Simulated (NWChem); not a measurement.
Species: CH3BeClO; SMILES [O](C)[Be][Cl]

```xyz
7

Be     0.0055    -0.1853     0.0030
Cl     0.0038    -2.0084     0.0059
O      0.0079     1.1954     0.0011
C     -0.0135     2.5840    -0.0035
H      0.7086     2.9833     0.7202
H      0.2445     2.9709    -0.9977
H     -1.0112     2.9557     0.2634
```
Atoms are numbered in this order, from 1.

All runs: NWChem. Pople sets run with spherical d functions. Geometry: optimised at B3LYP/6-31G* (spherical d). GIAO values for the isolated, static molecule; σ is the absolute isotropic shielding, δ = σ(reference) − σ with the isolated reference molecule computed at the same levels (13C: tetramethylsilane, 1H: tetramethylsilane, 17O: water).

| level | σ Be1 (ppm) | σ Cl2 (ppm) | δ O3 (ppm) | δ C4 (ppm) | δ H5 (rotor mean) (ppm) |
|---|---|---|---|---|---|
| Hartree-Fock/6-31G* | 115.0 | 1093.0 | -20.5 | 49.6 | 3.80 |
| B3LYP/6-31G* | 110.9 | 1066.6 | 1.7 | 52.3 | 3.89 |
| B3LYP/6-311G** | … | … | … | … | … |

**Question.** Fill in the missing entries.

**Answer.** 
- B3LYP/6-311G**, σ Be1 (ppm): 106.1
- B3LYP/6-311G**, σ Cl2 (ppm): 1042.8
- B3LYP/6-311G**, δ O3 (ppm): 20.9
- B3LYP/6-311G**, δ C4 (ppm): 54.3
- B3LYP/6-311G**, δ H5 (rotor mean) (ppm): 4.03
